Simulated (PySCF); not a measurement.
**A survey of 19F NMR shifts**

Computational details: NMR shieldings at PBE0/pcSseg-1/GIAO, GFN2-xTB geometry, in PySCF (no solvent, averaged over atoms made equivalent by symmetry, fast rotation or ring inversion, single conformer, no relativistic terms).

Shieldings were converted by a linear fit to measured shifts: 19F: δ = 146.13 − 0.903σ +14.6 on sp3 carbon (rms 6.0 ppm, 223 shifts, 7.0 ppm with the 5 outliers that the fit left out vs CFCl3, solution or neat liquid). A few per cent of atoms miss by over 2 rms, more outside the fitted compound classes.

Give the 19F shifts of `C#C[Si@@H]1C[C@@H]1CF`, `CCO[C@@H]1O[C@H]1OC(F)F`, `CC#C[C@]1(F)C[SiH2]1`, `C/C(F)=P\c1ccc(F)cc1`.

## Answers


```
                                                                compound                   environment  δ (ppm)
                                                   C#C[Si@@H]1C[C@@H]1CF     fluorine on an sp3 carbon   -201.6
       [CH3:1][CH2:2][O:3][C@@H:4]1[O:5][C@H:6]1[O:7][CH:8]([F:9])[F:10]  F10: fluorine of a CF2 group    -86.3
       [CH3:1][CH2:2][O:3][C@@H:4]1[O:5][C@H:6]1[O:7][CH:8]([F:9])[F:10]   F9: fluorine of a CF2 group    -92.4
                                                    CC#C[C@]1(F)C[SiH2]1     fluorine on an sp3 carbon   -187.9
[CH3:1]/[C:2]([F:3])=[P:4]\[c:5]1[cH:6][cH:7][c:8]([F:9])[cH:10][cH:11]1      F3: fluorine bonded to C    -38.0
[CH3:1]/[C:2]([F:3])=[P:4]\[c:5]1[cH:6][cH:7][c:8]([F:9])[cH:10][cH:11]1             F9: aryl fluorine   -110.7
```
